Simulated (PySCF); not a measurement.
Work out the structure from these simulated measurements.

Formula: C3H3F3S.

- Rotational structure: rotational constants A, B, C: 3.133, 1.821, 1.453 GHz [GFN2-xTB]
- 1H NMR: chemical shifts (computed TMS as zero) by class: 3.40 (3 H) ppm [GIAO PBE0/pcSseg-1]
- 13C NMR: chemical shifts (computed TMS as zero) by class: 252.8 (1 C), 124.7 (1 C), 39.8 (1 C) ppm [GIAO PBE0/pcSseg-1]
- NMR, other nuclei: isotropic shieldings of nuclei other than C and H, by class: 256 (3 F), -673 (1 S) ppm [GIAO PBE0/pcSseg-1]
- Dipole: 2.29 D [PBE0/pcSseg-1]

Electronic properties: PySCF, gas phase, density fitting. Levels stand in brackets. Geometry: GFN2-xTB; no solvent, vibrations or thermal averaging. NMR values are class means; diastereotopic atoms form classes of their own.

Q: Propose a structure and show how it fits.

A: Numbering: `[CH3:1][C:2](=[S:3])[C:4]([F:5])([F:6])[F:7]`. Its formula, C3H3F3S, gives 1 degree of unsaturation: 0 rings and 1 π bond in the structure found. 3 carbons fall into 3 classes; from least to most shielded: thiocarbonyl carbon [C2] (252.8 ppm), CF3 carbon [C4] (124.7 ppm), methyl carbon [C1] (39.8 ppm). All hydrogens form one class (3.40 ppm): methyl hydrogen. The other shieldings belong to: 256 ppm, fluorine of a CF3 group [F5/F6/F7]; -673 ppm, thiocarbonyl sulfur [S3]. The optimised geometry has point group Cs and is an asymmetric top. Structure: `CC(=S)C(F)(F)F`. The assignments are read from this structure; whether some other isomer fits the data as well wasn't checked.

The values belong to the conformer `[CH3:1][C:2](=[S:3])[C:4]([F:5])([F:6])[F:7]`: C1–C2–C4–F5 59°.
